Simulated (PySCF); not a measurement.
Species: methylenecyclohexane, C7H12.
SMILES with atom numbers: `[CH2:1]=[C:2]1[CH2:3][CH2:4][CH2:5][CH2:6][CH2:7]1` (hydrogens: H8, H9 on C1; H10, H11 on C3; H12, H13 on C4; H14, H15 on C5; H16, H17 on C6; H18, H19 on C7)

The same species was optimised twice, with GFN2-xTB and with PBE0-D3(BJ)/def2-SVP (PySCF), and the same property calculations (PySCF, gas phase) were run on both structures.

| coordinate | GFN2-xTB | PBE0-D3(BJ)/def2-SVP | change |
| --- | --- | --- | --- |
| C1=C2 (Å) | 1.322 | 1.337 | +0.015 |
| C2–C7 (Å) | 1.501 | 1.504 | +0.003 |
| C2–C3 (Å) | 1.501 | 1.504 | +0.003 |
| C5–C6 (Å) | 1.525 | 1.525 | 0.000 |
| C6–C7 (Å) | 1.531 | 1.531 | 0.000 |
| C4–C5 (Å) | 1.525 | 1.525 | 0.000 |
| C3–C4 (Å) | 1.531 | 1.531 | 0.000 |
| C2–C7–C6 (°) | 109.9 | 111.2 | +1.3 |
| C2–C3–C4 (°) | 109.9 | 111.1 | +1.2 |
| C4–C5–C6 (°) | 110.3 | 111.4 | +1.1 |
| C3–C4–C5 (°) | 110.4 | 111.4 | +1.0 |
| C5–C6–C7 (°) | 110.5 | 111.4 | +0.9 |
| C3–C2–C7 (°) | 113.7 | 114.0 | +0.3 |
| C1–C2–C7 (°) | 123.2 | 123.0 | -0.2 |
| C1–C2–C3 (°) | 123.2 | 123.0 | -0.2 |

Rotational constants: A = 4137, B = 2529, C = 1790 MHz (GFN2-xTB) against A = 4121, B = 2485, C = 1753 MHz (PBE0-D3(BJ)/def2-SVP). Point groups within 0.08 Å: Cs and Cs.

On the GFN2-xTB structure: lowest singlet, TDDFT (eV) 7.10 [wB97X-D/def2-SVPD]; isotropic polarisability (au) 80.8 [wB97X-D/def2-SVPD]; HOMO (eV) -8.85 [wB97X-D/def2-SVPD]; LUMO (eV) 2.10 [wB97X-D/def2-SVPD]; dipole (D) 0.68 [wB97X-D/def2-SVPD]; HOMO (eV) -7.01 [PBE0/pcSseg-1]; LUMO (eV) 0.54 [PBE0/pcSseg-1]; dipole (D) 0.63 [PBE0/pcSseg-1]; GIAO shielding of C1 (ppm) 74.0 [PBE0/pcSseg-1]; GIAO shielding of C2 (ppm) 28.3 [PBE0/pcSseg-1]; GIAO shielding of C3/C7 (mean) (ppm) 146.8 [PBE0/pcSseg-1]; GIAO shielding of C4/C6 (mean) (ppm) 153.7 [PBE0/pcSseg-1]; GIAO shielding of C5 (ppm) 156.2 [PBE0/pcSseg-1].

Q: What do these properties become on the PBE0-D3(BJ)/def2-SVP structure?

A: 
```csv
property,level,on GFN2-xTB,on PBE0-D3(BJ)/def2-SVP,change
"lowest singlet, TDDFT (eV)",wB97X-D/def2-SVPD,7.10,7.00,-0.10
isotropic polarisability (au),wB97X-D/def2-SVPD,80.8,82.4,+1.6
HOMO (eV),wB97X-D/def2-SVPD,-8.85,-8.82,+0.03
LUMO (eV),wB97X-D/def2-SVPD,2.10,2.03,-0.07
dipole (D),wB97X-D/def2-SVPD,0.68,0.70,+0.02
"energy, GFN2-xTB geometry as zero (kcal/mol)",wB97X-D/def2-SVPD,0.0,-1.1,-1.1
HOMO (eV),PBE0/pcSseg-1,-7.01,-6.98,+0.03
LUMO (eV),PBE0/pcSseg-1,0.54,0.44,-0.10
dipole (D),PBE0/pcSseg-1,0.63,0.64,+0.01
"energy, GFN2-xTB geometry as zero (kcal/mol)",PBE0/pcSseg-1,0.0,-0.6,-0.6
GIAO shielding of C1 (ppm),PBE0/pcSseg-1,74.0,69.8,-4.2
GIAO shielding of C2 (ppm),PBE0/pcSseg-1,28.3,26.3,-2.0
GIAO shielding of C3/C7 (mean) (ppm),PBE0/pcSseg-1,146.8,146.1,-0.7
GIAO shielding of C4/C6 (mean) (ppm),PBE0/pcSseg-1,153.7,153.5,-0.2
GIAO shielding of C5 (ppm),PBE0/pcSseg-1,156.2,155.7,-0.5
```

The heavy atoms differ by 0.023 Å rms after alignment. Among bonds between heavy atoms C1=C2 changes most (+0.015 Å). Changes are differences of the printed values. Neither structure is proved a minimum here.

Note: wB97X-D ran without an empirical dispersion term, which enters the total energy and its gradient alone.
